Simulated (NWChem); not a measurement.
# BAsH4O; SMILES OB[AsH2]

```xyz
7

B     -0.5749     1.2087     0.0043
As     0.0496    -0.7591    -0.0365
H     -0.6754    -1.1128     1.2639
H      1.3909    -0.5171     0.6735
H     -1.7459     1.4507     0.0049
O      0.2539     2.2751    -0.0647
H      1.1947     2.0420    -0.0443
```
Atoms are numbered in this order, from 1.

Program: NWChem. Structure relaxed at the B3LYP/6-31G* (spherical d) level. GIAO values for the isolated, static molecule; σ is the absolute isotropic shielding, δ = σ(reference) − σ with the isolated reference molecule computed at the same levels (11B: boron trifluoride, 1H: tetramethylsilane, 17O: water).

**Question.** What does the run give for PBE/pcSseg-1? Quantities: δ B1 (ppm); σ As2 (ppm); δ H3 (ppm); δ H4 (ppm); δ H5 (ppm); δ O6 (ppm); δ H7 (ppm).

**Answer.** The δ B1 (ppm) is 51.0 and the σ As2 (ppm) is 1746.6. The δ H3 (ppm) is 2.89 and the δ H4 (ppm) is 2.18. The δ H5 (ppm) is 6.61. The δ O6 (ppm) comes out as 256.7. The δ H7 (ppm) is 6.93.
